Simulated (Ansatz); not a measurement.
Computed with Ansatz on PBE0-D4/def2-TZVP structures; ΔE is electronic, products minus reactants. CBS: MP2 limit from def2 TZ/QZ plus the TZ coupled-cluster correction, frozen cores. Double bonds are as drawn, so ΔE can hold a change between cis and trans. Functionals use def2-TZVPP. Each species was taken in one conformer, which may not be the lowest.

`BCO[SiH3]` + `B/C(C)=C/Cl` → `B/C([SiH3])=C\Cl` + `BCOC`  (redistribution)

Problem. Is it downhill or uphill in electronic energy at CCSD(T)/CBS, and by how much? (An estimate is asked.)

Solution. Ansatz gave: Uphill: ΔE = +143.9 kJ/mol.

Problem. What do these levels give: PBE0-D4, ωB97X-V, PBE, HF/def2-QZVPP, MP2/def2-QZVPP, CCSD/CBS(def2)? (An estimate is asked.)

Solution. Ansatz gave: PBE0-D4 136.1, ωB97X-V 139.3, PBE 132.2, HF/def2-QZVPP 148.1, MP2/def2-QZVPP 149.8, CCSD/CBS(def2) 145.5 kJ/mol.

Largest T1 diagnostic among the species: 0.012.

From PBE to PBE0 (25 % exact exchange), in def2-TZVPP and without D4, ΔE moves by +4.3 kJ/mol.
